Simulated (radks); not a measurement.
Q: Spherical jellium clusters: N electrons in a uniform positive sphere of charge N and radius rs N^(1/3), rs = 4.02 bohr. Calculated with a radial shooting solver with Libxc functionals: non-relativistic Kohn-Sham, exchange-only LDA, spin-polarised, spherical densities. Levels are named by radial order and angular momentum (1s, 1p, 1d, 2s, ...), and open shells are averaged over m. At N = 5 the configuration is 1s2 1p(up 3, down 0). The background grows by one charge. Does electron 6 go into 1p down or 1d up or 2s up?

A: Into 1p down. The total energies of the other choices lie higher by 0.378 eV (1d up), 0.700 eV (2s up).
